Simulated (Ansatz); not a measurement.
An input meant for Al₈As₈H₂₂, a nanocrystal cut from wurtzite AlAs (hydrogen-capped) (charge 0, singlet; with a point charge).

```yaml
crystal:
  periodic: [false, false, false]
  atoms:
    - {symbol: Al, position_ang: [0.534121, -4.508214, -1.463359]}
    - {symbol: As, position_ang: [0.509256, -4.230309, 1.080516]}
    - {symbol: As, position_ang: [0.543090, -2.038790, -1.961245]}
    - {symbol: Al, position_ang: [-1.558007, -0.897421, -1.281453]}
    - {symbol: Al, position_ang: [0.535508, -2.011675, 2.251715]}
    - {symbol: As, position_ang: [-1.377961, -0.796167, 1.222583]}
    - {symbol: As, position_ang: [-1.494381, 1.493605, -1.958621]}
    - {symbol: Al, position_ang: [-3.634014, 2.725159, -1.457421]}
    - {symbol: Al, position_ang: [-1.471940, 1.467608, 2.254335]}
    - {symbol: As, position_ang: [-3.408534, 2.553523, 1.085938]}
    - {symbol: Al, position_ang: [2.658629, -1.002559, -1.195942]}
    - {symbol: As, position_ang: [2.450861, -0.780561, 1.273648]}
    - {symbol: As, position_ang: [2.389574, 1.379808, -1.960559]}
    - {symbol: Al, position_ang: [0.462520, 2.804880, -1.193293]}
    - {symbol: Al, position_ang: [2.754609, 1.588048, 2.111584]}
    - {symbol: As, position_ang: [0.551514, 2.511343, 1.275954]}
    - {symbol: H, position_ang: [-0.872638, -5.161990, -1.859531]}
    - {symbol: H, position_ang: [1.962455, -5.139410, -1.820978]}
    - {symbol: H, position_ang: [-0.657225, -5.010648, 1.677074]}
    - {symbol: H, position_ang: [1.627896, -5.057421, 1.704855]}
    - {symbol: H, position_ang: [0.580670, -1.918122, -3.484090]}
    - {symbol: H, position_ang: [-2.882504, -1.660828, -1.745238]}
    - {symbol: H, position_ang: [0.493685, -2.129715, 3.843084]}
    - {symbol: H, position_ang: [-2.621902, -1.514144, 1.739678]}
    - {symbol: H, position_ang: [-1.372211, 1.467314, -3.481587]}
    - {symbol: H, position_ang: [-4.906392, 1.840476, -1.859380]}
    - {symbol: H, position_ang: [-3.460186, 4.278777, -1.807497]}
    - {symbol: H, position_ang: [-1.593574, 1.488967, 3.845845]}
    - {symbol: H, position_ang: [-4.665557, 1.925396, 1.678274]}
    - {symbol: H, position_ang: [-3.572068, 3.932284, 1.716425]}
    - {symbol: H, position_ang: [4.012071, -1.662687, -1.726203]}
    - {symbol: H, position_ang: [3.674158, -1.539575, 1.782454]}
    - {symbol: H, position_ang: [2.356543, 1.361997, -3.486918]}
    - {symbol: H, position_ang: [3.701414, 2.136145, -1.785652]}
    - {symbol: H, position_ang: [0.568983, 4.307452, -1.722120]}
    - {symbol: H, position_ang: [2.767921, 1.594399, 3.712372]}
    - {symbol: H, position_ang: [3.906846, 2.253445, 1.208157]}
    - {symbol: H, position_ang: [0.506768, 3.949623, 1.786607]}
basis:
  gaussian: {orbitals: cc-pVDZ, fitting: {mean_field: def2-universal-jkfit}, point_charges: [{charge: 0.50, position_ang: [8.603, -0.255, 0.850]}]}
hamiltonian: {xc: {name: HF}}
correlation: {method: mp2, frozen_orbitals: {Al: 0}}
scf: {omitted_lower_state_checks: [starts]}
output: {forces: true}
```

```sh
$ ansatz run in.yaml --threads 2 --pin off --events-out ev --progress --plain --max-ram 20480MiB --backend cuda --devices 0, --max-vram 18GiB
```

Output, abridged:

```
Functional definition: HF
Error: "frozen_orbitals" has no count for As
```

Question: What is wrong with this run?

Answer: Frozen orbitals are typed for one element alone, and the program wants a count for each (the count typed has to fit that element's core, too). The program refused the input.
